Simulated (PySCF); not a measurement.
F₂OTa, charge +1, singlet, at a GFN2-xTB geometry (such geometries of metal compounds can be far from the true shape) (the multiplicity is a formal guess) (core potentials on Ta). Base run: PBE0/def2-SV(P) run with PySCF.

The PySCF input:
```python
from pyscf import gto, scf, dft

mol = gto.Mole()
mol.atom = '''
    Ta    0.11123795    0.17488120    0.06889468
    O     1.32045398   -0.96533351   -0.49187575
    F    -0.96211147   -0.84678775    1.25488391
    F    -1.11388880    0.28638115   -1.37647346
'''
mol.basis = 'def2-sv(p)'
mol.ecp = {'Ta': 'def2-sv(p)'}
mol.charge = 1
mol.verbose = 4
mol.symmetry = True
mol.build()

mf = dft.RKS(mol)
mf.xc = 'pbe0'
mf.kernel()
mf.analyze()
```

Variants of this job, named by their change:

```
change                     ΔE vs base (mEh)  point group used  SCF cycles
-------------------------  ----------------  ----------------  ----------
base                                  0.000                Cs          10
irrep_nelec = A':26 A":12             442.3                Cs          14
symmetry = off                        0.000                C1          10
irrep_nelec = A':22 A":16             501.3                Cs          15
```
